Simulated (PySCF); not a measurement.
SMILES O[SiH](OC)O at its B3LYP/def2-SVP optimised geometry (Å):

```
11

Si    -0.6764     0.3499     0.0000
O     -1.3189     1.8757     0.0000
O      0.9863     0.3499     0.0000
O     -1.2869    -0.3080    -1.3858
C     -0.9895    -1.5859    -1.8980
H     -1.0341    -0.4245     1.2111
H     -1.1968     2.3910     0.8054
H      1.4135     0.8378    -0.7157
H     -1.4296    -1.6752    -2.9038
H     -1.4135    -2.3910    -1.2689
H      0.0998    -1.7571    -1.9811
```

Calculation: B3LYP/def2-TZVP in PySCF 2.14.0.

Map of the electrostatic potential (hartree/e), clipped to [-0.08, 0.12] on the plane z = 0.6 Å:

```
|-------------------------------|
|----------=====----------------|
|---------========--------------|
|--------==++++===--------------|
|:::::---=+#%#*+==--------------|
|::::::--+#@@@%*==--------------|
|:::::::-+@@@@@*+=--------------|
|:::::::-*@@@@@#+=--------------|
|:::::..:*@@@@@#+=--------------|
|:::::..:+@@@@@%*=-:::::--------|
|:::::..:=@@@@@@@*-::::::-------|
|::::::::-#@@@@@@%+-:..::::-----|
|:::::::-+@@@@@@@@@@#-..::::----|
|::::::-=#@@@@@@@@@@@#:..::::---|
|:::::--+#@@@@@@@@@@@@. ..:::---|
|::::---=#@@@@@@@@@@@+   .::::--|
|::::---=*@@@@@@@@%#=.   .::::--|
|::::----=*@@@@@@#=:.   ..::::--|
|--------=+*@@@@#+-.    ..::::--|
|---------==+***+=::.....:::::--|
|-----------=====-::....::::::--|
|-------------=---::::::::::::--|
|------------------::::::::::---|
|------------------:::::::::----|
|--------------------::::::-----|
|-------------------------------|
|-------------------------------|
|-------------------------------|
|-------------------------------|
|-------------------------------|
|-------------------------------|
```
Scale: ten equal steps from -0.060 (start of ' ') to 0.120 (end of '@'), in the order ' .:-=+*#%@'; x runs from -4.50 to 4.50, y from -4.50 (bottom) to 4.50 (top).
